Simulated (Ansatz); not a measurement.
(ClBe-mu-H)2 (Be₂H₂Cl₂). Charge 0, multiplicity 1. Geometry PBE-D4/def2-TZVP, basis def2-TZVP, Ansatz.

Cartesian coordinates in Å:
```
Be -0.415 -0.026 -0.900
Be 0.415 0.025 0.900
Cl -1.178 -0.072 -2.556
Cl 1.178 0.072 2.556
H 0.872 -0.556 -0.386
H -0.871 0.557 0.386
```

| run | HOMO (eV) | LUMO (eV) |
| --- | --- | --- |
| A | -8.80 | -2.48 |
| B | -8.54 | -2.63 |
| C | -7.80 | -2.92 |
| D | -8.40 | -2.85 |
| E | -11.17 | -0.45 |
| F | -7.46 | -3.25 |

B3LYP takes the VWN-RPA correlation. HSE06 is defined as in plane-wave codes, on full-range PBE exchange.

**Question.** The runs used B3LYP, HSE06, PBE, PBE0, r2SCAN, ωB97X-V. Estimate which is which.

**Answer.** A PBE0 (25 % exact exchange); B B3LYP (20 % exact exchange); C r2SCAN (0 % exact exchange); D HSE06 (range-separated); E ωB97X-V (range-separated); F PBE (0 % exact exchange). Exact exchange lowers occupied and raises empty levels; among semilocal functionals meta-GGAs tend to open the gap a little, and such runs are hard to tell apart. The gap grows from 4.21 eV (PBE) to 10.72 eV (ωB97X-V).
